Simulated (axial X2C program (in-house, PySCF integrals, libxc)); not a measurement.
## Spin–orbit effects down a group: molecules with Cs, PBE0

Calculated with an in-house all-electron X2C program for linear molecules (integrals from PySCF), spin-free (one-electron X2C) or two-component (2c: spin–orbit coupling with atomic mean-field Coulomb and Gaunt terms, which also bring small scalar terms), in Dyall basis sets with cores contracted in-house; open shells are unrestricted.

Basis sets: Cs dyall-cv3z, H dyall-v3z, Li dyall-cv3z, Na dyall-cv3z.

```json
{"molecule": "CsH", "spin-free state": "M_S = 0, Λ = 0", "Re (Å)": "2.476", "ωe (cm⁻¹)": "896.6", "De (eV)": "1.77", "2c state": "Ω = 0", "Re 2c (Å)": "2.474", "ωe 2c (cm⁻¹)": "897.7", "De 2c (eV)": "1.77"}
{"molecule": "LiCs", "spin-free state": "M_S = 0, Λ = 0", "Re (Å)": "3.736", "ωe (cm⁻¹)": "179.3", "De (eV)": "0.62", "2c state": "Ω = 0", "Re 2c (Å)": "3.735", "ωe 2c (cm⁻¹)": "179.4", "De 2c (eV)": "0.62"}
{"molecule": "NaCs", "spin-free state": "M_S = 0, Λ = 0", "Re (Å)": "3.898", "ωe (cm⁻¹)": "98.2", "De (eV)": "0.58", "2c state": "Ω = 0", "Re 2c (Å)": "3.896", "ωe 2c (cm⁻¹)": "98.2", "De 2c (eV)": "0.58"}
```

(1) Work out the shifts from the spin-free to the two-component result.

Each entry is the lowest single determinant of a limited PBE0 search at one distance. De goes to single-determinant-based atoms at the same level (for ions the charge split of lowest energy) and is withheld (n/a) where an atom does not fit its ground term or J level. Main or longest-lived isotopes.

Results:

(1) 

| molecule | 2c state | ΔRe (Å) | Δωe (cm⁻¹) | ΔDe (eV) |
| --- | --- | --- | --- | --- |
| CsH | Ω = 0 | -0.002 | 1.1 | 0.00 |
| LiCs | Ω = 0 | -0.001 | 0.1 | 0.00 |
| NaCs | Ω = 0 | -0.002 | 0.0 | 0.00 |

Shifts of one unit in the last digit are rounding.
